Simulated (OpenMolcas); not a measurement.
**neutral germanium: CASPT2 settings compared**

```json
{
  "Program": "OpenMolcas 26.06",
  "Basis": "ANO-R2 [6s5p4d3f1g]",
  "Scalar Hamiltonian": "X2C, finite nucleus",
  "Active space": "4 electrons in 4 orbitals (4s 4p)",
  "State averaging": "2S+1 = 3 even, 3 roots; 2S+1 = 1 even, 6 roots; 2S+1 = 5 odd, 1 root",
  "Spin-orbit coupling": "state interaction with AMFI integrals over the reference wave functions, term energies averaged over their components"
}
```

Methods on the same reference wave functions:
A. CASSCF
B. SS-CASPT2, IPEA 0 Eh, real shift 0.05 Eh (closed shells correlated: 3d)
C. SS-CASPT2, IPEA 0.35 Eh, imaginary shift 0.3 Eh (closed shells correlated: 3s 3p 3d)
D. SS-CASPT2, IPEA 0.6 Eh, sigma2 regulariser 0.4 Eh (closed shells correlated: none)

Energies in cm⁻¹ above 4s² 4p² ³P₀, the measured ground level; measured values from NIST Handbook of Basic Atomic Spectroscopic Data.

```csv
Level,A,B,C,D,Measured
4s² 4p² ³P₀,0.0,0.0,0.0,0.0,0.0
4s² 4p² ³P₁,490,489,492,497,557
4s² 4p² ³P₂,1266,1256,1252,1255,1410
4s² 4p² ¹D₂,9523,7940,7100,6960,7125
4s² 4p² ¹S₀,17061,17200,16590,15640,16367
4s 4p³ ⁵S°₂,30517,39930,39500,35550,41927
```

Deviations, from unrounded energies. A percentage is the sum of absolute deviations over the sum of measured energies, with the sign that they share, or ± where signs differ.

```tsv
Against measurement	Levels	A	B	C	D
mean absolute deviation (cm-1)	5	2900	770	580	1500
fine structure of the ground term (%)	2	-10.7	-11.3	-11.4	-10.9
other terms of the ground configuration (%)	2	+13.2	+7.0	±1.0	-3.8
other configurations (%)	1	-27.2	-4.8	-5.8	-15.2
```

C lies closest to measurement on these levels and A furthest from it. The largest miss of C in the table is 4s 4p³ ⁵S°₂, by -2400 cm-1. The ranking rests on the paired levels alone, and a cruder setting can come out closer through cancelling errors.

Among B to D the level of the table that moves most is 4s 4p³ ⁵S°₂, by 4400 cm-1 (lowest in D, highest in B). Moves below CASPT2's spread within the term are not significant.

From A to B the spin-free energies of the other terms of 4s² 4p² shown, above ³P, scale by factors of 0.81 to 1.01.

The lowest spin-free term lies below A's lowest term by 0.531 hartree in B, 0.795 hartree in C, 0.039 hartree in D.

CASPT2 does not keep the components of a term degenerate, so their means are used; among the terms shown or strongly mixed into the levels shown the widest spread is 26 cm-1 (4s² 4p² ¹D, D). Terms of s pⁿ other than that of highest spin mix with s² pⁿ⁻² d, which this space lacks; all of them can be thousands of cm-1 off, and some have no real level of that name. Without dynamic correlation excited terms often stand tens of per cent too high (terms of higher spin than the ground term too low), and those without a measured partner can miss by more than the paired ones (holds for A). Computed and measured levels are paired by configuration, term and J; levels that our copy of the source lacks, or whose pairing is in doubt (as where it misses far off the trend of its configuration), stay unpaired and out of the deviations. Only configurations of the active space appear.

° marks odd parity.
